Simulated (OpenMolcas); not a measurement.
## F2+: effect of the active space

```
Program             : OpenMolcas 26.06
Method              : CASSCF
Basis               : ANO-L-VTZP
Scalar Hamiltonian  : non-relativistic, point nucleus
Spin-orbit coupling : RASSI with atomic mean-field integrals over the reference wave functions, term energies averaged over their components
```

A. 3 electrons in 3 orbitals (2p); 2S+1 = 4 odd, 1 root; 2S+1 = 2 odd, 8 roots; cost roughly 2.1 core-seconds
B. 5 electrons in 4 orbitals (2s 2p); 2S+1 = 4 odd, 1 root; 2S+1 = 2 odd, 8 roots; 2S+1 = 4 even, 3 roots; 2S+1 = 2 even, 9 roots; cost about 8 core-seconds

Energies in cm⁻¹ above 2s² 2p³ ⁴S°_3/2.

```
          Level      A      B
2s² 2p³ ⁴S°_3/2    0.0    0.0
2s² 2p³ ²D°_3/2  37624  37619
2s² 2p³ ²D°_5/2  37631  37631
2s² 2p³ ²P°_1/2  62444  51650
2s² 2p³ ²P°_3/2  62453  51649
```

Between A and B the level of the table that moves most is 2s² 2p³ ²P°_3/2, by 11000 cm-1 (lowest in B, highest in A).

With the s shell closed, the reference lacks s² → p² mixing (holds for A). Levels of configurations outside the active space are missing. The table leaves out levels that lie high or whose names do not pair safely across all columns.

° marks odd parity.
